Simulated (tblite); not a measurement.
Input of a run (GFN2-xTB geometry optimisation, gas phase (tblite 0.8.0)), started from a force field or distance geometry:
```
{"job": {"kind": "relax", "xc": "GFN2-xTB", "basis": "xTB"}, "charge": 0, "multiplicity": 2}
O      2.318500     1.783300    -0.671000
C      2.553900     1.001700     0.214700
C      1.572300     0.005900     0.791900
O      1.990100    -0.703200     1.680500
C      0.155100    -0.119200     0.326300
C     -0.653200    -1.086700     0.941900
C     -1.978700    -1.263700     0.557000
C     -2.516500    -0.478900    -0.446700
C     -1.732700     0.475500    -1.077500
C     -0.407500     0.662900    -0.693600
H      3.546400     0.936400     0.702500
H     -0.246300    -1.713600     1.741300
H     -2.599800    -2.016000     1.059100
H     -2.165200     1.086600    -1.871700
H      0.159200     1.437200    -1.219000
```

Output (eV, eV/Å):
```
step      E/eV     max force
  0    -752.10479    1.717
  1    -752.15624    1.112
  2    -752.17845    0.615
  3    -752.19007    0.269
  4    -752.19522    0.236
  5    -752.20047    0.229
  6    -752.20497    0.233
  7    -752.20839    0.180
  8    -752.21075    0.133
  9    -752.21192    0.088
 10    -752.21238    0.058
 11    -752.21266    0.045
 12    -752.21290    0.054
 13    -752.21317    0.052
 14    -752.21342    0.046
 15    -752.21365    0.039
 16    -752.21390    0.043
 17    -752.21412    0.040
 18    -752.21430    0.036
 19    -752.21442    0.033
 20    -752.21451    0.027
 21    -752.21458    0.025
 22    -752.21463    0.017
 23    -752.21466    0.014
 24    -752.21468    0.013
 25    -752.21471    0.014
 26    -752.21473    0.012
 27    -752.21474    0.009
```

Problem. Summarise the run.

Solution. The energy falls by 10.6 kJ/mol over 27 L-BFGS steps, the largest force on an atom goes from 1.72 to 0.009 eV/Å, and the atoms move by 0.044 Å rms after alignment. Among the bonds, C3–C5 and C8–C9 change most and about equally (-0.023 Å). Bonds longer at the end by more than 0.005 Å: 2 of 15; shorter: 9. Among the angles that change most is C7–C8–C9, from 120.1° to 125.4°. The energy never rose by more than 1e-5 eV on the way. The first step brought 47 % of the lowering.

Problem. What are the final bond lengths?

Solution. O1=C2 1.199 Å, C2–C3 1.525 Å, C3=O4 1.217 Å, C3–C5 1.474 Å, C5–C6 1.401 Å, C6–C7 1.387 Å, C7–C8 1.365 Å, C8–C9 1.364 Å, C9–C10 1.392 Å, C5–C10 1.397 Å, C2–H11 1.107 Å, C6–H12 1.080 Å, C7–H13 1.079 Å, C9–H14 1.079 Å, C10–H15 1.078 Å. Numbering counts from 1 in the input's order; the species is `O=CC(=O)c1cc[c]cc1` [radical].

The run took 0.18 s of wall time on an Arm Neoverse V1 with one thread, shared host.

GFN2-xTB frequencies show an imaginary mode (101i cm⁻¹), so the point is no minimum at that level.

The values belong to the conformer `[O:1]=[CH:2][C:3](=[O:4])[c:5]1[cH:6][cH:7][c:8][cH:9][cH:10]1`: O1–C2–C3–O4 180°, C2–C3–C5–C6 180°.

The numbers are calculated, not measured.
